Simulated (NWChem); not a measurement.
Everything below was run with NWChem. System: C₂H₃O₂, charge 0, spin multiplicity 2, at a geometry optimised with UB3LYP/def2-SVP. The structure started from a generated list of species. Its SCF solution wasn't tested for a lower state. Level: UPBE/def2-TZVP.

Input file:

```
start mol
memory heap 200 mb stack 900 mb global 1100 mb
geometry units angstroms nocenter noautoz
  C     -0.162495     1.393257     0.000000
  O     -0.858688     0.119856     0.000000
  C     -0.115263    -0.961710     0.000000
  O      1.068151    -1.083452     0.000000
  H      0.466181     1.477771    -0.898392
  H     -0.941516     2.163942     0.000000
  H      0.466181     1.477771     0.898392
  symmetry group Cs
end
basis spherical
  * library def2-tzvp
end
dft
  xc xpbe96 cpbe96
  odft
  mult 2
  semidirect memsize 60000000 filesize 0
  iterations 100
end
task dft energy
```

Part of the output:

```
             Northwest Computational Chemistry Package (NWChem) 7.3.0
             --------------------------------------------------------

                                NWChem Input Module
                                -------------------

 Scaling coordinates for geometry "geometry" by  1.889725989
 (inverse scale =  0.529177249)

 Turning off AUTOSYM since
 SYMMETRY directive was detected!

                             Geometry "geometry" -> ""
                             -------------------------

 Output coordinates in angstroms (scale by  1.889725989 to convert to a.u.)

  No.       Tag          Charge          X              Y              Z
 ---- ---------------- ---------- -------------- -------------- --------------
    1 C                    6.0000    -0.16249500     1.39325700     0.00000000
    2 O                    8.0000    -0.85868800     0.11985600     0.00000000
    3 C                    6.0000    -0.11526300    -0.96171000     0.00000000
    4 O                    8.0000     1.06815100    -1.08345200     0.00000000
    5 H                    1.0000     0.46618100     1.47777100    -0.89839200
    6 H                    1.0000    -0.94151600     2.16394200     0.00000000
    7 H                    1.0000     0.46618100     1.47777100     0.89839200

 Effective nuclear repulsion energy (a.u.)     113.5624496962

            Nuclear Dipole moment (a.u.)
            ----------------------------
        X                 Y               Z
 ---------------- ---------------- ----------------
     0.0000037795    -0.0000037795     0.0000000000

      Symmetry information
      --------------------

 Group name             Cs
 Group number              2
 Group order               2
 No. of unique centers     6

      Symmetry unique atoms

     1    2    3    4    5    6


 Summary of "ao basis" -> "" (spherical)
 ------------------------------------------------------------------------------
       Tag                 Description            Shells   Functions and Types
 ---------------- ------------------------------  ------  ---------------------
 *                         def2-tzvp                  on all atoms

  pbe96 is a nonlocal functional; adding pw91lda local functional.

                                 NWChem DFT Module
                                 -----------------

 Summary of "ao basis" -> "ao basis" (spherical)
 ------------------------------------------------------------------------------
       Tag                 Description            Shells   Functions and Types
 ---------------- ------------------------------  ------  ---------------------
 C                         def2-tzvp                11       31   5s3p2d1f
 O                         def2-tzvp                11       31   5s3p2d1f
 H                         def2-tzvp                 4        6   3s1p

 Summary of "ao basis" -> "ao basis" (spherical)
 ------------------------------------------------------------------------------
       Tag                 Description            Shells   Functions and Types
 ---------------- ------------------------------  ------  ---------------------
 C                         def2-tzvp                11       31   5s3p2d1f
 O                         def2-tzvp                11       31   5s3p2d1f
 H                         def2-tzvp                 4        6   3s1p

      Symmetry analysis of basis
      --------------------------

        a'         95
        a"         47

            General Information
            -------------------
          SCF calculation type: DFT
          Wavefunction type:  spin polarized.
          No. of atoms     :     7
          No. of electrons :    31
           Alpha electrons :    16
            Beta electrons :    15
          Charge           :     0
          Spin multiplicity:     2
          Use of symmetry is: on ; symmetry adaption is: on
          Maximum number of iterations: 100
          AO basis - number of functions:   142
                     number of shells:    56
          Convergence on energy requested:  1.00D-06
          Convergence on density requested:  1.00D-05
          Convergence on gradient requested:  5.00D-04

              XC Information
              --------------
          PerdewBurkeErnzerhof Exchange Functional  1.000
            Perdew 1991 LDA Correlation Functional  1.000 local
           PerdewBurkeErnz. Correlation Functional  1.000 non-local

             Grid Information
             ----------------
          Grid used for XC integration:  medium
          Radial quadrature: Mura-Knowles
          Angular quadrature: Lebedev.
          Tag              B.-S. Rad. Rad. Pts. Rad. Cut. Ang. Pts.
          ---              ---------- --------- --------- ---------
          C                   0.70       49          10.0       434
          O                   0.60       49          11.0       434
          H                   0.35       45          10.0       434
          Grid pruning is: on
          Number of quadrature shells:   286
          Spatial weights used:  Erf1

          Convergence Information
          -----------------------
          Convergence aids based upon iterative change in
          total energy or number of iterations.
          Levelshifting, if invoked, occurs when the
          HOMO/LUMO gap drops below (HL_TOL):  1.00D-02
          DIIS, if invoked, will attempt to extrapolate
          using up to (NFOCK): 10 stored Fock matrices.

                    Damping( 0%)  Levelshifting(0.5)       DIIS
                  --------------- ------------------- ---------------
[...]
    39     -0.210942  2 O  pz                45     -0.210973  2 O  pz
   127     -0.189985  5 H  s                139      0.189985  7 H  s

 Vector   18  Occ=0.000000D+00  E= 1.947573D-02  Symmetry=a'
              MO Center=  1.4D-01,  1.6D+00, -3.9D-14, r^2= 5.3D+00
   Bfn.  Coefficient  Atom+Function         Bfn.  Coefficient  Atom+Function
  ----- ------------  ---------------      ----- ------------  ---------------
     5      3.651112  1 C  s                127     -1.735506  5 H  s
   139     -1.735506  7 H  s                133     -1.243352  6 H  s
    67     -0.973790  3 C  s                 12      0.493517  1 C  px
    98      0.487680  4 O  s                 75     -0.321642  3 C  py
     3      0.265577  1 C  s                 44     -0.219431  2 O  py

 Vector   19  Occ=0.000000D+00  E= 4.028614D-02  Symmetry=a'
              MO Center= -1.6D-01,  1.3D+00, -2.2D-15, r^2= 3.4D+00
   Bfn.  Coefficient  Atom+Function         Bfn.  Coefficient  Atom+Function
  ----- ------------  ---------------      ----- ------------  ---------------
    36      1.357387  2 O  s                 13      1.137823  1 C  py
     5     -0.815298  1 C  s                 12      0.543475  1 C  px
    44      0.479921  2 O  py                 4     -0.354218  1 C  s
    10      0.319238  1 C  py                43      0.293544  2 O  px
     7      0.212667  1 C  py                38      0.205746  2 O  py

                     DFT Final Beta Molecular Orbital Analysis
                     -----------------------------------------

 Vector   13  Occ=1.000000D+00  E=-3.580616D-01  Symmetry=a'
              MO Center= -1.1D-01,  5.8D-01,  1.2D-16, r^2= 2.9D+00
   Bfn.  Coefficient  Atom+Function         Bfn.  Coefficient  Atom+Function
  ----- ------------  ---------------      ----- ------------  ---------------
     6      0.235439  1 C  px               100     -0.205120  4 O  py
   132     -0.195719  6 H  s                 69     -0.182736  3 C  py
    37     -0.172161  2 O  px                 9      0.170305  1 C  px
   103     -0.163858  4 O  py                40     -0.136065  2 O  px
    72     -0.133509  3 C  py               131     -0.132581  6 H  s

 Vector   14  Occ=1.000000D+00  E=-3.050716D-01  Symmetry=a'
              MO Center=  1.4D-01, -5.6D-01,  1.6D-16, r^2= 2.2D+00
   Bfn.  Coefficient  Atom+Function         Bfn.  Coefficient  Atom+Function
  ----- ------------  ---------------      ----- ------------  ---------------
   100      0.330076  4 O  py                37     -0.289778  2 O  px
   103      0.270189  4 O  py                40     -0.242399  2 O  px
    43     -0.170523  2 O  px               106      0.167726  4 O  py
    68      0.128522  3 C  px                 6      0.092446  1 C  px
    99     -0.091996  4 O  px                66     -0.090177  3 C  s

 Vector   15  Occ=1.000000D+00  E=-2.933367D-01  Symmetry=a"
              MO Center= -5.4D-02, -1.7D-02,  1.2D-15, r^2= 2.2D+00
   Bfn.  Coefficient  Atom+Function         Bfn.  Coefficient  Atom+Function
  ----- ------------  ---------------      ----- ------------  ---------------
    39      0.366192  2 O  pz                42      0.304688  2 O  pz
   101     -0.274354  4 O  pz               104     -0.222770  4 O  pz
    45      0.216248  2 O  pz               107     -0.156500  4 O  pz
     8     -0.125426  1 C  pz               126      0.113906  5 H  s
   138     -0.113906  7 H  s                127      0.100635  5 H  s

 Vector   16  Occ=0.000000D+00  E=-1.296987D-01  Symmetry=a'
              MO Center= -1.0D-01, -9.5D-01,  9.7D-15, r^2= 2.1D+00
   Bfn.  Coefficient  Atom+Function         Bfn.  Coefficient  Atom+Function
  ----- ------------  ---------------      ----- ------------  ---------------
    67      0.507228  3 C  s                 36     -0.389200  2 O  s
    66      0.388133  3 C  s                100      0.228412  4 O  py
    69     -0.213256  3 C  py                68     -0.200991  3 C  px
   106      0.195797  4 O  py               103      0.192720  4 O  py
    13     -0.176898  1 C  py                35     -0.160690  2 O  s

 Vector   17  Occ=0.000000D+00  E=-1.967043D-02  Symmetry=a"
              MO Center=  6.3D-02, -8.0D-01, -1.1D-14, r^2= 1.9D+00
   Bfn.  Coefficient  Atom+Function         Bfn.  Coefficient  Atom+Function
  ----- ------------  ---------------      ----- ------------  ---------------
    76      0.461752  3 C  pz                73      0.424378  3 C  pz
    70      0.406197  3 C  pz               107     -0.347972  4 O  pz
   101     -0.291001  4 O  pz               127     -0.265161  5 H  s
   139      0.265161  7 H  s                104     -0.241430  4 O  pz
    39     -0.202171  2 O  pz                45     -0.200288  2 O  pz

 Vector   18  Occ=0.000000D+00  E= 2.105692D-02  Symmetry=a'
              MO Center=  1.6D-01,  1.6D+00,  5.2D-16, r^2= 5.2D+00
   Bfn.  Coefficient  Atom+Function         Bfn.  Coefficient  Atom+Function
  ----- ------------  ---------------      ----- ------------  ---------------
     5      3.721302  1 C  s                127     -1.756156  5 H  s
   139     -1.756156  7 H  s                133     -1.257091  6 H  s
    67     -0.901968  3 C  s                 12      0.472613  1 C  px
    98      0.451613  4 O  s                 75     -0.316254  3 C  py
     3      0.269173  1 C  s                 44     -0.231306  2 O  py

   alpha - beta orbital overlaps
   -----------------------------

   alpha      1      2      3      4      5      6      7      8      9     10
    beta      1      2      3      4      5      6      7      8     10      9
 overlap   1.000  1.000  1.000  1.000  0.999  0.999  0.999  0.996  0.915  0.999

   alpha     11     12     13     14     15     16     17     18     19     20
    beta     11     12     13     14     15     16     17     18     19     20
 overlap   0.913  0.998  0.960  0.966  1.000  0.987  0.998  0.998  0.993  0.997

   alpha     21     22     23     24     25     26     27     28     29     30
    beta     21     22     23     24     25     26     27     28     29     30
 overlap   0.999  0.977  0.947  0.996  0.824  0.867  0.996  0.997  0.996  0.997

   alpha     31     32     33     34     35     36     37     38     39     40
    beta     31     32     33     34     35     36     37     38     39     40
 overlap   1.000  1.000  1.000  0.999  0.990  0.995  0.993  0.965  0.987  0.984

   alpha     41     42     43     44     45     46     47     48     49     50
    beta     41     42     43     44     45     47     46     48     49     50
 overlap   0.998  0.997  0.933  0.928  0.994  0.996  0.996  0.999  0.966  0.965

   alpha     51     52     53     54     55     56     57     58     59     60
    beta     51     52     53     54     55     56     57     58     59     60
 overlap   0.994  0.987  0.997  0.800  0.815  0.998  0.984  0.996  0.980  0.989

   alpha     61     62     63     64     65     66     67     68     69     70
    beta     61     62     63     64     65     66     67     68     69     70
 overlap   0.998  0.998  0.999  0.999  0.997  0.999  0.993  0.993  1.000  0.999

   alpha     71     72     73     74     75     76     77     78     79     80
    beta     71     72     73     74     75     76     77     78     79     80
 overlap   1.000  0.999  0.998  1.000  0.999  0.997  0.998  1.000  1.000  0.999

   alpha     81     82     83     84     85     86     87     88     89     90
    beta     81     82     83     84     85     86     87     88     90     89
 overlap   0.998  0.999  0.957  0.980  0.958  0.981  0.999  0.991  0.833  0.995

   alpha     91     92     93     94     95     96     97     98     99    100
    beta     91     92     93     94     95     96     97     98     99    100
 overlap   0.840  0.975  0.951  0.972  0.990  0.982  0.997  0.996  0.999  0.997

   alpha    101    102    103    104    105    106    107    108    109    110
    beta    101    102    103    104    105    106    107    108    109    110
 overlap   0.999  0.994  0.999  0.999  0.997  0.999  0.996  0.996  1.000  1.000

   alpha    111    112    113    114    115    116    117    118    119    120
    beta    111    112    113    114    115    116    117    118    119    120
 overlap   0.996  0.995  0.999  1.000  0.999  1.000  0.999  0.999  1.000  1.000

   alpha    121    122    123    124    125    126    127    128    129    130
    beta    121    122    123    124    125    126    127    128    129    130
 overlap   1.000  1.000  0.999  1.000  1.000  0.999  0.999  0.998  0.999  0.998

   alpha    131    132    133    134    135    136    137    138    139    140
    beta    131    132    133    135    134    136    137    138    139    140
 overlap   1.000  0.999  1.000  1.000  1.000  1.000  0.999  0.999  1.000  1.000

   alpha    141    142
    beta    141    142
 overlap   1.000  1.000

     --------------------------
     Expectation value of S2:
     --------------------------
      <S2> =      0.7526 (Exact =     0.7500)

 center of mass
 --------------
 x =   0.00025682 y =  -0.16249658 z =   0.00000000

 moments of inertia (a.u.)
 ------------------
         227.512060171837          79.304575093051           0.000000000000
          79.304575093051         119.550926589584           0.000000000000
           0.000000000000           0.000000000000         335.443831847766

     Multipole analysis of the density
     ---------------------------------

     L   x y z        total         alpha         beta         nuclear
     -   - - -        -----         -----         ----         -------
     0   0 0 0     -0.000000    -16.000000    -15.000000     31.000000

     1   1 0 0     -0.203810      0.003322     -0.207136      0.000004
     1   0 1 0      1.023709      1.496761     -0.473048     -0.000004
     1   0 0 1      0.000000      0.000000      0.000000      0.000000

     2   2 0 0    -19.402984    -40.517944    -38.113199     59.228159
     2   1 1 0      0.763231     20.413788     21.182881    -40.833438
     2   1 0 1     -0.000000     -0.000000     -0.000000      0.000000
     2   0 2 0    -16.508877    -75.404985    -68.778141    127.674248
     2   0 1 1      0.000000      0.000000     -0.000000      0.000000
     2   0 0 2    -16.672384    -11.621801    -10.815053      5.764470

 Task  times  cpu:        5.8s     wall:        5.8s

 Total times  cpu:        5.8s     wall:        5.8s
```
